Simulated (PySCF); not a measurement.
**CsMg⁺: energy against distance**

Set-up: PySCF, scalar-relativistic core potentials, basis sets Cs def2-SVPD with ECP46, Mg def2-SVPD. Energies in eV from Cs⁺ + Mg in their ground configurations at the same level. State: ¹Σ⁺ (singlet), closed shell.

All columns are PBE. A positive dipole points towards Mg; it is taken about the centre of mass and depends on that origin.

| R (Å) | E (eV) | μ (D) | Mulliken charge on Cs (basis-dependent) | HOMO (eV) | LUMO (eV) | Mayer bond order | ⟨S²⟩ |
| --- | --- | --- | --- | --- | --- | --- | --- |
| 3.649 | -0.153 | 0.63 | 0.90 | -8.60 | -5.54 | 0.25 | 0.00 |
| 3.819 | -0.208 | 0.54 | 0.89 | -8.50 | -5.53 | 0.25 | 0.00 |
| 3.988 | -0.236 | 0.41 | 0.88 | -8.39 | -5.52 | 0.25 | 0.00 |
| 4.116 | -0.245 | 0.29 | 0.88 | -8.31 | -5.52 | 0.25 | 0.00 |
| 4.243 | -0.247 | 0.15 | 0.88 | -8.23 | -5.51 | 0.24 | 0.00 |
| 4.370 | -0.243 | 0.00 | 0.88 | -8.15 | -5.50 | 0.24 | 0.00 |
| 4.540 | -0.232 | -0.22 | 0.88 | -8.04 | -5.49 | 0.23 | 0.00 |
| 4.752 | -0.212 | -0.52 | 0.89 | -7.90 | -5.47 | 0.22 | 0.00 |
| 5.007 | -0.185 | -0.90 | 0.89 | -7.75 | -5.47 | 0.20 | 0.00 |
| 5.346 | -0.150 | -1.43 | 0.91 | -7.55 | -5.47 | 0.18 | 0.00 |

A fit through these points gives, at Re = 4.209 Å, μ = 0.19 D and dμ/dR = -1.11 D/Å; the reduced mass is 20.32 u.

Task: How strong is the fundamental in the double-harmonic approximation, I = 42.26·(dμ/dR)²/μred km/mol?

Result: I = 42.26·(-1.11)²/20.32 = 2.56 km/mol at PBE.

Closed-shell solutions of metal pairs were not tested for spin polarisation, which can lower them a little. The bond is weak. Basis-set superposition, not corrected here, can be much of De in a small basis, most of all at correlated wavefunction levels. Spin–orbit coupling is left out. For an ion De counts to the pair picked by the measured ionisation energies or electron affinities, which need not be the lowest pair at this level.
